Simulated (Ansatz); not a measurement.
Cost and result for the atomization energy of C2H7BFNO, SMILES `CN(C)B(O)F` (13 atoms, 12 bonds).

```xyz
13

C    -0.416    1.425   -0.439
N    -0.102    0.082   -0.013
C     1.294   -0.242   -0.127
B    -1.092   -0.799    0.465
O    -0.894   -2.081    0.890
F    -2.361   -0.372    0.521
H    -1.482    1.615   -0.332
H    -0.140    1.578   -1.490
H     0.131    2.165    0.158
H     1.639   -0.154   -1.165
H     1.910    0.429    0.485
H     1.501   -1.262    0.199
H     0.013   -2.384    0.849
```

Total charge 0; spin multiplicity 1. All single points use the PBE0-D4/def2-TZVP geometry. It is one conformer, not always the lowest. Program: Ansatz. All runs use 2 threads of an AMD EPYC 7R13 on a shared host and a share of an NVIDIA H100 80 GB. Times are those of one run each, without the atoms' runs, and a repeat can differ threefold. Electronic energies, without spin–orbit coupling; frozen cores. CCSD(T)/CBS adds CCSD(T) − MP2 in def2-TZVPP to the MP2 limit, and its time is that of the two runs behind it. T1 = 0.011. B3LYP takes the VWN-RPA correlation (the form of Gaussian; ORCA's B3LYP/G). HSE06 is the plane-wave form, built on full-range PBE exchange.

CCSD(T)/CBS is a level of theory with its own doubt, some kJ/mol a heavy atom from the limit and from the frozen cores, so smaller differences don't rank the functionals.

```json
{"level": "PBE-D4/def2-TZVPP (with forces)", "functions": "284", "wall time": "12 s"}
{"level": "revPBE-D4/def2-TZVPP", "functions": "284", "wall time": "13 s"}
{"level": "BLYP-D4/def2-TZVPP", "functions": "284", "wall time": "13 s"}
{"level": "CCSD(T)/def2-SVP", "functions": "119", "wall time": "13 s"}
{"level": "r2SCANh-D4/def2-TZVPP", "functions": "284", "wall time": "13 s"}
{"level": "B97M-V/def2-TZVPP", "functions": "284", "wall time": "14 s"}
{"level": "PBE0-D4/def2-TZVPP", "functions": "284", "wall time": "15 s"}
{"level": "CCSD(T)/def2-TZVPP", "functions": "284", "wall time": "15 s"}
{"level": "HSE06-D4/def2-TZVPP", "functions": "284", "wall time": "16 s"}
{"level": "B2PLYP/def2-TZVPP", "functions": "284", "wall time": "16 s"}
{"level": "MP2/def2-QZVPP", "functions": "552", "wall time": "17 s"}
{"level": "B3LYP-D4/def2-TZVPP (with forces)", "functions": "284", "wall time": "18 s"}
{"level": "CCSD(T)/CBS(def2)", "functions": "–", "wall time": "32 s"}
```

**Question.** What atomization energy does each give, and how far from CCSD(T)/CBS? (Estimate.)

**Answer.** Computed: 
| level | atomization (kcal/mol) | difference from CCSD(T)/CBS | per bond |
| --- | --- | --- | --- |
| PBE-D4/def2-TZVPP (with forces) | 1309.4 | 31.5 | 2.6 |
| revPBE-D4/def2-TZVPP | 1274.5 | -3.4 | -0.3 |
| BLYP-D4/def2-TZVPP | 1282.2 | 4.3 | 0.4 |
| CCSD(T)/def2-SVP | 1221.2 | -56.7 | -4.7 |
| r2SCANh-D4/def2-TZVPP | 1273.8 | -4.1 | -0.3 |
| B97M-V/def2-TZVPP | 1280.3 | 2.4 | 0.2 |
| PBE0-D4/def2-TZVPP | 1283.6 | 5.7 | 0.5 |
| CCSD(T)/def2-TZVPP | 1246.4 | -31.5 | -2.6 |
| HSE06-D4/def2-TZVPP | 1284.6 | 6.7 | 0.6 |
| B2PLYP/def2-TZVPP | 1269.6 | -8.3 | -0.7 |
| MP2/def2-QZVPP | 1292.2 | 14.3 | 1.2 |
| B3LYP-D4/def2-TZVPP (with forces) | 1281.7 | 3.8 | 0.3 |
| CCSD(T)/CBS(def2) | 1277.9 | 0.0 | 0.0 |

At CCSD(T), def2-SVP lies −56.8 kcal/mol from the extrapolated value and def2-TZVPP −31.5 kcal/mol: correlation converges slowly with the basis, and small sets miss more of it in the bonded molecule than in its fragments. From PBE to PBE0 (25 % exact exchange), in def2-TZVPP and without D4, the atomization energy moves by −24.9 kcal/mol: exact exchange takes away binding that semilocal exchange gives to molecules. In def2-TZVPP, CCSD(T) changes the Hartree–Fock value by +307.1 kcal/mol (the triples alone add +17.9 kcal/mol) and MP2 by +334.2 kcal/mol; breaking electron pairs costs correlation energy, which Hartree–Fock lacks.
